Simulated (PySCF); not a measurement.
How the method changes the constants of InBr

State: ¹Σ⁺ (singlet), closed shell. Set-up: basis In x2c-TZVPPall, Br x2c-TZVPPall; spin-free X2C with a Gaussian nucleus; PySCF 2.14. De refers to In + Br in their high-spin ground configurations, without counterpoise correction. A positive dipole means In(−)Br(+).

```json
{"Level": "RHF", "Re (Å)": "2.586", "ωe (cm⁻¹)": "215", "De (eV)": "3.07", "μ (D)": "-3.77", "CPU s a point (SCF and correlation, without the integrals)": "0.88"}
{"Level": "RHF-MP2", "Re (Å)": "2.542", "ωe (cm⁻¹)": "227", "De (eV)": "4.27", "μ (D)": "n/a", "CPU s a point (SCF and correlation, without the integrals)": "1.6"}
{"Level": "RHF-SCS-MP2", "Re (Å)": "2.558", "ωe (cm⁻¹)": "222", "De (eV)": "4.12", "μ (D)": "n/a", "CPU s a point (SCF and correlation, without the integrals)": "n/a"}
{"Level": "RHF-CCSD", "Re (Å)": "2.556", "ωe (cm⁻¹)": "223", "De (eV)": "3.97", "μ (D)": "n/a", "CPU s a point (SCF and correlation, without the integrals)": "n/a"}
{"Level": "RHF-CCSD(T)", "Re (Å)": "2.556", "ωe (cm⁻¹)": "224", "De (eV)": "4.08", "μ (D)": "n/a", "CPU s a point (SCF and correlation, without the integrals)": "44"}
{"Level": "PBE", "Re (Å)": "2.584", "ωe (cm⁻¹)": "212", "De (eV)": "4.28", "μ (D)": "-3.39", "CPU s a point (SCF and correlation, without the integrals)": "2.3"}
{"Level": "revPBE", "Re (Å)": "2.602", "ωe (cm⁻¹)": "207", "De (eV)": "4.08", "μ (D)": "-3.50", "CPU s a point (SCF and correlation, without the integrals)": "1.6"}
{"Level": "r²SCAN", "Re (Å)": "2.558", "ωe (cm⁻¹)": "222", "De (eV)": "4.29", "μ (D)": "-3.30", "CPU s a point (SCF and correlation, without the integrals)": "4.1"}
{"Level": "PBE0", "Re (Å)": "2.561", "ωe (cm⁻¹)": "220", "De (eV)": "4.18", "μ (D)": "-3.46", "CPU s a point (SCF and correlation, without the integrals)": "6.4"}
{"Level": "r²SCAN0", "Re (Å)": "2.548", "ωe (cm⁻¹)": "225", "De (eV)": "4.16", "μ (D)": "-3.39", "CPU s a point (SCF and correlation, without the integrals)": "4.1"}
{"Level": "B97-3", "Re (Å)": "2.588", "ωe (cm⁻¹)": "212", "De (eV)": "4.16", "μ (D)": "-3.74", "CPU s a point (SCF and correlation, without the integrals)": "2.7"}
{"Level": "HSE06", "Re (Å)": "2.564", "ωe (cm⁻¹)": "219", "De (eV)": "4.20", "μ (D)": "-3.46", "CPU s a point (SCF and correlation, without the integrals)": "8.7"}
{"Level": "B2PLYP", "Re (Å)": "2.570", "ωe (cm⁻¹)": "218", "De (eV)": "4.14", "μ (D)": "-3.67", "CPU s a point (SCF and correlation, without the integrals)": "4.5"}
```

The bond length runs from 2.542 Å (RHF-MP2) to 2.602 Å (revPBE). De spans 3.07 eV (RHF, mean field) to 4.29 eV (r²SCAN, meta-GGA). Correlation at CCSD(T) changes the Hartree–Fock bond energy by +1.01 eV; the triples alone change it by +0.11 eV.

Correlated steps freeze 27 core orbitals. These are scalar-relativistic numbers at best; spin–orbit coupling would shift them, the dissociation energy most. Where the molecule has an RHF reference, its open-shell atoms are computed with UHF. B2PLYP dipoles, levels and charges come from its SCF part alone.

The whole job (state search and all levels along the bond) took about 8 min on 2 threads of Arm Neoverse V2 (shared host), peak memory 3.2 GiB.
